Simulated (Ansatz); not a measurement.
Born–Oppenheimer molecular dynamics of H4O2SeSn (8 atoms, charge 0, multiplicity 1). It starts at the highest image of a converged band. Of that band: Neighbouring images differ by up to 1.8 eV, so the band resolves the path poorly. A vibrational analysis at the climbing image gives one clearly imaginary mode, 1251i cm⁻¹: a first-order saddle point.

The calculation used RKS PBE0-D4/def2-SVP (Ansatz 0.2.0).

```yaml
ensemble: NVE (velocity Verlet)
time_step: 0.5 fs
steps_asked: 200
starting_velocities_drawn_for: 300 K
seed: 7031
```

First frame:

```xyz
8
Properties=species:S:1:pos:R:3
O -0.784 1.683 -1.151
Sn -0.296 0.443 0.314
O 1.830 0.387 0.229
Se -1.285 -1.818 -0.376
H -1.375 1.291 -1.804
H 0.958 0.710 1.525
H 2.272 -0.475 0.188
H -1.229 -2.279 1.020
```

What does the run give?

All steps were run.

| Quantity | Value |
| --- | --- |
| steps done | 200 |
| time covered | 100 fs |
| mean temperature over the second half | 2058 K |
| spread of the potential energy over the second half | 53.6 meV per atom |
| mean potential energy of the second half above the start | -171.1 meV per atom |

The conserved energy stayed within 4.4 meV per atom of its start (net change 2.5 meV per atom), so there is no drift, though single steps change it by up to 44 meV in the whole system, a sign of fast motions only just resolved. The kinetic energy rose, since the run started high on the potential surface and went downhill. It ends in pieces (H2O + H2OSeSn), so much of that is their flight and rotation, not heat. A run of 0.1 ps of so small a system gives no equilibrium averages. The orbitals stay closed-shell, which can raise the energy where a bond breaks towards radicals; this wasn't checked here.

What happens to the structure?

Between its relaxed ends the band would form O3–H6 and break Sn2–H6. These pairs go: O3–H6 1.60 → 0.81 Å, Sn2–H6 1.76 → 4.44 Å. In the last frame they stand as after the step (other bonds may differ from the relaxed reactants and products). These pairs come and go: their bonding changes 20 times, last at 96 of 100 fs, so the outcome isn't settled. Also parted: Sn2–O3 2.13 → 4.74 Å. It ends as H2O + H2OSeSn. Pairs count as bonded within 1.25 times the sum of covalent radii (0.12 Å more for H–H). Another seed would give other details.

How do temperature and energy run in time?


```
time (fs)  T (K)  potential energy less start (eV)  conserved less start (meV/atom)
        0    300                             0.000                             0.00
        5    272                             0.022                             0.09
       10    997                            -0.537                             0.35
       15   2288                            -1.563                            -2.63
       20   1665                            -1.056                             0.34
       25   3083                            -2.186                            -3.52
       30   2236                            -1.500                             0.16
       35   3035                            -2.136                            -1.82
       40   2352                            -1.592                            -0.07
       45   2904                            -2.031                            -1.37
       50   2701                            -1.870                            -1.09
       55   2442                            -1.665                            -0.43
       60   2866                            -2.011                            -2.58
       65   2049                            -1.356                             0.08
       70   2671                            -1.872                            -4.12
       75   1541                            -0.958                             0.53
       80   2083                            -1.402                            -2.35
       85   1354                            -0.813                             0.58
       90   1444                            -0.868                             2.33
       95   1218                            -0.707                             0.54
      100   1463                            -0.882                             2.47
```

Time of the run: 7 min on 2 threads of AMD EPYC 9R14 (Zen 4), with other jobs on the host, peak memory 0.27 GiB.
